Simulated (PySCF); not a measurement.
C6H8FPS.
Atom-mapped SMILES: `[CH3:1][CH:2]([CH3:3])[c:4]1[p:5][cH:6][s:7][c:8]1[F:9]`

Cartesian coordinates in Å at the GFN2-xTB level; atoms count from 1:
```xyz
17
C6H8FPS angstrom
C     -1.6015   -0.8240   -0.7530
C     -0.8961    0.0026    0.3208
C     -1.2546    1.4816    0.1855
C      0.5939   -0.1676    0.1931
P      1.4799    0.3164   -1.2762
C      2.9858   -0.1690   -0.6504
S      3.0689   -0.8434    0.9254
C      1.3642   -0.6923    1.1738
F      0.8902   -1.1163    2.3545
H     -1.2817   -0.4974   -1.7416
H     -1.3632   -1.8798   -0.6430
H     -2.6791   -0.7008   -0.6760
H     -1.2063   -0.3539    1.3089
H     -2.3254    1.6241    0.3099
H     -0.7358    2.0722    0.9378
H     -0.9643    1.8435   -0.7999
H      3.9181   -0.0838   -1.1795
```

Probes without a nucleus sit at each ring's centroid and 1 Å off its mean plane on both sides; NICS is minus the shielding there, NICSzz its component along the normal. Level: GIAO PBE0/pcSseg-1 (PySCF, non-relativistic, gas phase) on the GFN2-xTB geometry, one conformer.

Ring bond lengths (Å), with Mayer bond orders in brackets: C4–P5 1.783 (1.09), P5–C6 1.701 (1.49), C6–S7 1.716 (1.14), S7–C8 1.729 (1.15), C8–C4 1.353 (1.58).

Task: What do the NICS probes read (ppm)?

Result: 
| ring | type | NICS(0) | NICS(1), two faces | NICS(1)zz, two faces | rms pucker (Å) | centre to ring atoms, mean (Å) |
| --- | --- | --- | --- | --- | --- | --- |
| C4–P5–C6–S7–C8 | 5-membered ring with P and S; formal bonds all aromatic | -11.3 | -9.9 / -9.9 | -20.4 / -20.4 | 0.00 | 1.40 |

Task: What do they say, and how far can they be read as aromaticity?

Result: 
- C4–P5–C6–S7–C8: mean NICS(1)zz -20.4 ppm, shielded.

Task: How equal are the bonds by HOMA? HOMA takes Krygowski's 1993 parameters.

Result: 
- C4–P5–C6–S7–C8: HOMA 0.69; the largest term is that of C4–P5, α(R − Ropt)² = 0.85.

Task: At the second NICS(1) probe listed for ring C4–P5–C6–S7–C8, 1 Å off the ring, what do the in-plane components average?

Result: The isotropic value is a third of the trace: (3 × -9.9 − (-20.4))/2 = -4.7 ppm.

Task: How shielded are the nuclei of the rings and their hydrogens (means over atoms taken as equivalent)?

Result: 
| atoms | environment | σ isotropic (ppm) | principal values of the symmetric part, first atom (ppm) |
| --- | --- | --- | --- |
| C4 | substituted aromatic carbon | 29.0 | -22.7, -18.0, 127.6 |
| P5 | phosphorus bonded to 2 C | 87.4 | -211.8, 95.8, 378.3 |
| C6 | aromatic CH next to a ring sulfur | 28.5 | -128.4, 55.6, 158.3 |
| S7 | thiophene-type sulfur | 223.7 | 88.8, 252.9, 329.5 |
| C8 | aromatic C–F carbon | 10.4 | -57.8, 43.5, 45.4 |
| H17 | aromatic hydrogen | 23.61 | 21.9, 23.2, 25.8 |
